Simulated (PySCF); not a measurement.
Spinor energies of Ho⁶⁵⁺ (holmium, charge +65)

Start: 1s2. Calculated with PySCF 2.14 in an uncontracted even-tempered set (15 s from 200 bohr⁻², ratio 2.4; 11 p from 260 bohr⁻², ratio 2.4; 3 d from 800 bohr⁻², ratio 2.6; 3 f from 1200 bohr⁻², ratio 2.6): generalised Hartree-Fock with the X2C-1e Hamiltonian and a Gaussian nucleus; one run each with spin-orbit coupling (SO) switched off, then screened by Boettger's factors, then bare.

| spinor shell | electrons | ε, spin-free (eV) | ε, screened SO (eV) | ε, bare SO (eV) | weight of nominal j (screened SO) | rms radius, screened SO (bohr) |
| --- | --- | --- | --- | --- | --- | --- |
| 1s1/2 | 2 | -63917.3 | -63917.3 | -63917.3 | 1.000 | 0.0234 |

| quantity | spin-free | screened SO | bare SO |
| --- | --- | --- | --- |
| E (hartree) | -4745.87947 | -4745.87947 | -4745.87947 |
| M_J | 0 | 0 | 0 |
| ⟨J²⟩ | 0.000 | 0.000 | 0.000 |
| ⟨L²⟩ | 0.000 | 0.000 | 0.000 |
| ⟨S²⟩ | 0.000 | 0.000 | 0.000 |

Breit and QED terms are absent; they matter most for the inner s and p1/2 levels.

Densities and radii are taken from the X2C orbitals without a picture-change correction, which distorts them close to the nucleus.

Without spin-orbit coupling the j labels of p, d and f shells carry no meaning; the spin-free column gives the mean over the occupied spinors of each nl shell.
